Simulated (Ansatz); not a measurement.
OSn (`[O]=[Sn]`) from Hartree–Fock to CCSD(T)

Cartesian coordinates in Å:
```
O 0.6093 -0.6252 0.2528
Sn -0.6093 0.6252 -0.2528
```

Total charge 0; spin multiplicity 1. Correlated methods include outer-core shells of Sn, which these sets cover unevenly. Sn takes the def2 core potential. All single points use the PBE0-D4/def2-TZVP geometry. Frozen core, restricted reference, Ansatz.

```json
{"basis": "def2-SVP", "HF (Eh)": "-288.10356", "MP2 corr.": "-0.30805"}
{"basis": "def2-TZVPP", "HF (Eh)": "-288.21865", "MP2 corr.": "-0.56685"}
{"basis": "def2-QZVPP", "HF (Eh)": "-288.22480", "MP2 corr.": "-0.79735"}
```

(1) Estimate the CCSD correlation energy and the (T) correction in each basis where they were run (hartree).

Answers

(1) 
```json
{"basis": "def2-SVP", "CCSD corr.": "-0.30108", "(T)": "-0.01794"}
{"basis": "def2-TZVPP", "CCSD corr.": "-0.53994", "(T)": "-0.02711"}
{"basis": "def2-QZVPP", "CCSD corr.": "-0.73924", "(T)": "-0.03279"}
```
